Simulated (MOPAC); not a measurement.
MOPAC input (PM7):

```
PM7 PRECISE GNORM=0.05 LET XYZ CHARGE=-1 GEO-OK AUX(PRECISION=9) THREADS=1
H7N2Si2

N    -0.27013200 1    1.56882200 1   -0.93047500 1
Si    1.00274500 1    0.52191000 1   -0.70220600 1
Si   -0.09930800 1   -1.11153300 1    0.60813700 1
N    -1.53466000 1   -0.24798500 1    1.10729900 1
H    -0.08770000 1    2.43714800 1   -1.42390200 1
H     2.26178500 1    0.95442400 1    0.04459000 1
H     1.65853200 1   -0.20684400 1   -1.87256300 1
H     0.61822900 1   -1.65309400 1    1.81530400 1
H    -0.46232200 1   -2.38336400 1   -0.11941300 1
H    -1.58408400 1    0.59532300 1    0.52326700 1
H    -2.41902800 1   -0.73473400 1    1.11191900 1
```

From the output:

```
                                                       MOPAC v23.2.5 Linux

          FINAL HEAT OF FORMATION =        -19.69652 KCAL/MOL =     -82.41024 KJ/MOL

          COSMO AREA              =        134.25 SQUARE ANGSTROMS
          COSMO VOLUME            =        130.26 CUBIC ANGSTROMS

          GRADIENT NORM           =          0.04001          =       0.01206 PER ATOM
          IONIZATION POTENTIAL    =          2.915686 EV
          HOMO LUMO ENERGIES (EV) =         -2.916  5.361
          NO. OF FILLED LEVELS    =         13
          MOLECULAR WEIGHT        =         91.2397         POINT GROUP:  C1

          MOLECULAR DIMENSIONS (Angstroms)

            Atom       Atom       Distance
            H     9    H     5     5.12184
            H    11    H     6     4.65171
            H     8    H     7     3.72809

          SCF CALCULATIONS        =         77

   ATOM   CHEMICAL          X               Y               Z
  NUMBER   SYMBOL      (ANGSTROMS)     (ANGSTROMS)     (ANGSTROMS)

     1       N         -0.16502938  *   1.66562728  *  -0.71451536  *
     2      Si          0.94659242  *   0.37837258  *  -0.79214799  *
     3      Si         -0.01281751  *  -1.00035610  *   0.69293108  *
     4       N         -1.71546730  *  -0.42693922  *   0.97560081  *
     5       H          0.12194886  *   2.55289766  *  -1.08783488  *
     6       H          2.34712247  *   0.65761757  *  -0.43133782  *
     7       H          1.10227934  *  -0.30058881  *  -2.09588498  *
     8       H          0.69712350  *  -0.93852704  *   1.96705854  *
     9       H         -0.07075536  *  -2.38824851  *   0.24676193  *
    10       H         -1.73497556  *   0.60936387  *   0.96153496  *
    11       H         -2.35526174  *  -0.70659272  *   0.23196430  *

                             CARTESIAN COORDINATES

   1    N       -0.165029382     1.665627280    -0.714515364
   2   Si        0.946592417     0.378372585    -0.792147992
   3   Si       -0.012817513    -1.000356097     0.692931078
   4    N       -1.715467297    -0.426939222     0.975600810
   5    H        0.121948860     2.552897662    -1.087834876
   6    H        2.347122474     0.657617571    -0.431337824
   7    H        1.102279344    -0.300588808    -2.095884982
   8    H        0.697123498    -0.938527035     1.967058543
   9    H       -0.070755359    -2.388248513     0.246761926
  10    H       -1.734975563     0.609363865     0.961534957
  11    H       -2.355261744    -0.706592722     0.231964304

           Empirical Formula: H7 N2 Si2  =    11 atoms

      MOLECULAR POINT GROUP   :   C1

                  EIGENVALUES
 -30.48230 -26.69324 -14.03012 -11.57954 -10.74718  -9.16629  -8.95806  -8.30992
  -7.42449  -6.38236  -5.11967  -4.03947  -2.91569   5.36136   6.09827   6.98100
   7.84223   7.96793   9.75043  11.21391  11.57277  12.71173  14.22759  24.83146
  25.55879  26.22437  26.40644  27.18811  27.90719  28.62668  29.20824  29.23761
  29.96918

              NET ATOMIC CHARGES AND DIPOLE CONTRIBUTIONS

  ATOM NO.   TYPE          CHARGE      No. of ELECS.   s-Pop       p-Pop       d-Pop
    1          N          -1.025175        6.0252     1.75399     4.27118
    2         Si           0.002048        3.9980     0.82382     2.96474     0.20939
    3         Si           0.026167        3.9738     0.86936     2.93546     0.16902
    4          N          -0.748764        5.7488     1.65380     4.09496
    5          H           0.231125        0.7689     0.76887
    6          H          -0.018022        1.0180     1.01802
    7          H          -0.028847        1.0288     1.02885
    8          H           0.023303        0.9767     0.97670
    9          H           0.011615        0.9884     0.98839
   10          H           0.287068        0.7129     0.71293
   11          H           0.239482        0.7605     0.76052
 DIPOLE           X         Y         Z       TOTAL
 POINT-CHG.     1.742    -4.214     1.070     4.684
 HYBRID        -0.827     1.422    -0.765     1.814
 SUM            0.915    -2.792     0.305     2.954

          ATOMIC ORBITAL ELECTRON POPULATIONS

     Atom    s        px        py        pz      x^2-y^2     xz        z^2       yz        xy
    1  N   1.75399   1.37727   1.18704   1.70687
    2 Si   0.82382   0.93165   1.01572   1.01737   0.06052   0.02637   0.02997   0.05572   0.03681
    3 Si   0.86936   0.80881   1.01738   1.10926   0.05155   0.04870   0.02595   0.01603   0.02679
    4  N   1.65380   1.28912   1.28601   1.51984
    5  H   0.76887
    6  H   1.01802
    7  H   1.02885
    8  H   0.97670
    9  H   0.98839
   10  H   0.71293
   11  H   0.76052

 **********************
 *                    *
 * JOB ENDED NORMALLY *
 *                    *
 **********************

 == MOPAC DONE ==
```

The dipole moment of an ion depends on the origin.

The geometry given is a B3LYP-D3(BJ)/def2-TZVP minimum.
